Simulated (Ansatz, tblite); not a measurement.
Removing and adding an electron: B4 (the lowest singlet isomer of a short search). The state is a singlet with charge 0. Geometry: PBE-D4/def2-TZVP. Ansatz, gas phase; energy differences of separate SCF runs; the oxidised species was run as a doublet alone; the reduced species was run as a doublet alone.

```csv
atom,x (Å),y (Å),z (Å)
B1,-0.0032,0.3793,0.8395
B2,-0.0036,-0.3784,-0.8399
B3,0.1738,1.1086,-0.5001
B4,-0.1670,-1.1094,0.5005
```

The xTB rows come from tblite. Correlated methods freeze 4 core orbitals. The structure comes from a short search, and lower isomers may exist.

| level | −HOMO (eV) | vertical IE (eV) | −LUMO (eV) | vertical EA (eV) | HOMO–LUMO gap (eV) | IE − EA (eV) | remarks |
| --- | --- | --- | --- | --- | --- | --- | --- |
| GFN1-xTB | 9.98 | 13.51 | 8.82 | 5.28 | 1.16 | 8.22 | – |
| GFN2-xTB | 6.65 | 11.60 | 5.39 | 0.50 | 1.26 | 11.10 | – |
| PBE-D4/def2-TZVP | 6.64 | 9.55 | 4.22 | – | 2.42 | – | – |
| CCSD/def2-TZVPP | – | 9.59 | – | – | – | – | large T1 (0.025) (singlet), restricted SCF unstable (singlet) |
| CCSD(T)/def2-TZVPP | – | 9.86 | – | – | – | – | large T1 (0.025) (singlet), restricted SCF unstable (singlet) |

Question: Estimate the rows for PBE-D4/def2-TZVPD, r2SCAN-D4/def2-TZVP, PBE0-D4/def2-TZVP, MP2/def2-TZVPP.

Answer: 
```json
{"level": "PBE-D4/def2-TZVPD", "−HOMO (eV)": "6.65", "vertical IE (eV)": "–", "−LUMO (eV)": "4.23", "vertical EA (eV)": "1.58", "HOMO–LUMO gap (eV)": "2.42", "IE − EA (eV)": "–", "remarks": "HOMO above zero (-1 doublet), spin-contaminated (⟨S²⟩ 0.85) (-1 doublet)"}
{"level": "r2SCAN-D4/def2-TZVP", "−HOMO (eV)": "6.77", "vertical IE (eV)": "9.38", "−LUMO (eV)": "4.13", "vertical EA (eV)": "–", "HOMO–LUMO gap (eV)": "2.64", "IE − EA (eV)": "–", "remarks": "–"}
{"level": "PBE0-D4/def2-TZVP", "−HOMO (eV)": "7.43", "vertical IE (eV)": "9.43", "−LUMO (eV)": "3.34", "vertical EA (eV)": "–", "HOMO–LUMO gap (eV)": "4.09", "IE − EA (eV)": "–", "remarks": "–"}
{"level": "MP2/def2-TZVPP", "−HOMO (eV)": "–", "vertical IE (eV)": "10.00", "−LUMO (eV)": "–", "vertical EA (eV)": "–", "HOMO–LUMO gap (eV)": "–", "IE − EA (eV)": "–", "remarks": "restricted SCF unstable (singlet)"}
```

Run but left out: HF/def2-TZVPP, HF/def2-TZVPD (singlet: restricted singlet, unstable towards broken spin symmetry); r2SCAN-D4/def2-TZVPD, PBE0-D4/def2-TZVPD, MP2/def2-TZVPD, CCSD/def2-TZVPD, CCSD(T)/def2-TZVPD (charge -1 doublet: ⟨S²⟩ 1.11 to 1.64, where a pure state has 0.75).   A HOMO above zero means that the electron is unbound at that level or that self-interaction error raises the level; the energy of removing that electron tells which. Raw xTB energy differences between charge states are shifted by several eV; the methods need an empirical correction for them.
